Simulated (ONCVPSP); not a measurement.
# Potentials for B (Z = 5) compared

Generated with ld1.x 7.5 (TM, RRKJ, ultrasoft, PAW), atompaw 4.2 or ONCVPSP 4.0.1. The cutoff is in Ry: for ld1.x and atompaw files where the sum of valence levels is converged to 10 mRy in a Bessel basis, for ONCV files where the hardest occupied wave has 1 mHa per electron of residual kinetic energy. The error is the largest all-electron minus pseudo excitation energy over each file’s own four to seven test configurations (ionisations up to +4, promotions, holes and added fractions of an electron), all of which were solved. The labels leave out finer settings (local radius, basis sizes, second energies), which also bear on the numbers. Spin-polarised tests are not counted. The rows are a selection from randomly drawn settings: files with unsolved tests, undetermined cutoffs or missed reference levels are left out.

A true bound ghost makes a file unfit for plane-wave use even where its test errors are small: the radial tests pick states by their node count and pass the ghost by.

```tsv
potential	cutoff (Ry)	largest error (meV)	bound ghosts
ONCV, PBEsol, fully relativistic, rc 1.55/2.55/1.55 (spd), local d, core correction yes, reference 2s2 2p0.5, qcut 4/6.2/6.2, projectors 2/2/0	46	+38	none
ONCV, PBEsol, scalar-relativistic, rc 1.60/2.50/2.50 (spd), local smoothed, core correction yes, reference 2s2 2p0.75, qcut 4.5/4.8/4.4, projectors 2/2/1	18	+98	none
ONCV, PBE, scalar-relativistic, rc 1.25/3.25 (sp), local smoothed, core correction yes, reference 2s2 2p1, qcut 5.9/3.6, projectors 2/2	25	+531	none
ONCV, PBEsol, fully relativistic, rc 1.20/1.10 (sp), local smoothed, core correction yes, reference 2s2, qcut 4.2/7, projectors 2/2	44	+6.3	none
ONCV, PBEsol, scalar-relativistic, rc 1.20/1.10/1.00 (spd), local smoothed, core correction yes, reference 2s2, qcut 7.1/7.8/10.5, projectors 2/2/2	28	+9.9	none
ONCV, PBEsol, scalar-relativistic, rc 1.50/3.40 (sp), local smoothed, core correction yes, reference 2s2 2p0.5, qcut 5.3/4.3, projectors 1/2	21	+213	none
```

Q: Fill in the row for B: ONCV, PBEsol, scalar-relativistic, rc 1.30/3.35 (sp), local smoothed, core correction yes, reference 2s2 2p0.5, qcut 5/5.1, projectors 3/1.

A: cutoff 24 Ry, largest error +192 meV, bound ghosts: s.

Q: Fill in the row for B: ONCV, BLYP, non-relativistic, rc 1.00/2.75 (sp), local smoothed, core correction yes, reference 2s2 2p1, qcut 5.8/5.1, projectors 2/3.

A: cutoff 24 Ry, largest error +226 meV, bound ghosts: none.
